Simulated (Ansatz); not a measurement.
Reaction (cleavage of the Zn–B bond): `[BH2][Zn][NH2]` + H₂S → `[NH2][Zn][SH]` + BH₃

Computed with Ansatz on PBE0-D4/def2-TZVP structures; ΔE is electronic, products minus reactants. CCSD(T)/CBS adds triple-zeta CCSD(T) − MP2 to the extrapolated MP2 energy (def2 sets, frozen cores). This one scheme is used for every species. Functionals use def2-TZVPP. B3LYP here is the variant with VWN-RPA as its local correlation; programs differ in this. HSE06 is defined as in plane-wave codes. For Zn outer-core shells are correlated without core-valence functions, which leaves a few kJ/mol of doubt a bond. Scalar relativity is left out up to krypton. Each species was taken in one conformer, which may not be the lowest.

```
             level  ΔE (kcal/mol)  difference from CCSD(T)/CBS
       LDA (SPW92)          -20.2                          5.9
            PBE-D4          -21.7                          4.4
         revPBE-D4          -22.1                          4.0
           BLYP-D4          -22.3                          3.8
         r2SCAN-D4          -24.0                          2.1
            B97M-V          -23.6                          2.5
          B3LYP-D4          -24.3                          1.8
        r2SCANh-D4          -24.8                          1.3
        r2SCAN0-D4          -25.7                          0.4
          BHLYP-D4          -26.9                         -0.8
      CAM-B3LYP-D4          -24.4                          1.7
           ωB97X-V          -24.9                          1.2
           ωB97M-V          -24.5                          1.6
            B2PLYP          -25.3                          0.8
               PBE          -21.5                          4.6
            revPBE          -21.8                          4.3
              BLYP          -21.9                          4.2
            r2SCAN          -23.9                          2.2
              PBE0          -24.1                          2.0
             B3LYP          -24.0                          2.1
           r2SCANh          -24.7                          1.4
           r2SCAN0          -25.7                          0.4
             HSE06          -24.2                          1.9
             BHLYP          -26.5                         -0.4
         CAM-B3LYP          -24.2                          1.9
           LC-ωPBE          -24.0                          2.1
RPA@PBE/def2-TZVPP          -24.1                          2.0
       HF/def2-SVP          -28.4                         -2.3
     CCSD/def2-SVP          -23.2                          2.9
  CCSD(T)/def2-SVP          -22.8                          3.3
     HF/def2-TZVPP          -30.2                         -4.1
SCS-MP2/def2-TZVPP          -26.4                         -0.3
   CCSD/def2-TZVPP          -25.2                          0.9
CCSD(T)/def2-TZVPP          -24.9                          1.2
     HF/def2-QZVPP          -30.6                         -4.5
    MP2/def2-QZVPP          -27.3                         -1.2
SCS-MP2/def2-QZVPP          -27.2                         -1.1
      HF/CBS(def2)          -30.6                         -4.5
     MP2/CBS(def2)          -27.7                         -1.6
    CCSD/CBS(def2)          -26.4                         -0.3
       CCSD(T)/CBS          -26.1                            0
```

Largest T1 diagnostic among the species: 0.016.

In def2-TZVPP, CCSD(T) changes the Hartree–Fock value by +5.3 kcal/mol (the triples alone add +0.3 kcal/mol) and MP2 by +3.7 kcal/mol. At CCSD(T), def2-SVP lies +3.3 kcal/mol from the extrapolated value and def2-TZVPP +1.2 kcal/mol. Leaving LDA and LC-ωPBE aside and taking each functional with its dispersion term where it has one, the values spread over 5.2 kcal/mol, from BHLYP-D4 to PBE-D4. LDA lies +1.3 kcal/mol from PBE without D4.
